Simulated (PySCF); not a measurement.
Ionisation energy of Se²⁺ by level of theory

Se²⁺ [Ar] 3d10 4s2 4p2 (3P) → Se³⁺ [Ar] 3d10 4s2 4p1 (2P), as a difference of total energies. Computed with PySCF 2.14 in aug-cc-pVQZ-DK (8s7p5d3f2g, 93 functions), with scalar relativity by spin-free X2C-1e. Correlated levels: valence: [Ar] 3d10 frozen. The calculations carry no spin-orbit coupling.

| method | ionisation energy (eV) | plus first-order spin-orbit estimate | error of that sum (eV) |
| --- | --- | --- | --- |
| UHF | 30.997 | 30.959 | -0.738 |
| LDA | 31.751 | 31.713 | +0.016 |
| PBE | 31.562 | 31.524 | -0.173 |
| PBE0 | 31.627 | 31.589 | -0.108 |
| r2SCAN | 31.824 | 31.786 | +0.089 |
| r2SCAN0 | 31.818 | 31.780 | +0.083 |
| TPSSh | 31.641 | 31.603 | -0.094 |
| LC-wPBE | 31.728 | 31.690 | -0.007 |
| wB97M-V | 31.409 | 31.371 | -0.326 |
| MP2 (valence) | 31.428 | 31.390 | -0.307 |
| SCS-MP2 (valence) | 31.352 | 31.314 | -0.383 |

Reference: 31.697 ± 0.019 eV (measured; NIST Atomic Spectra Database, ionization energies).

A first-order spin-orbit estimate (lowest level to lowest level, LS coupling) adds -0.038 eV.

Errors of the correlated levels include the incompleteness of this basis and the frozen core.
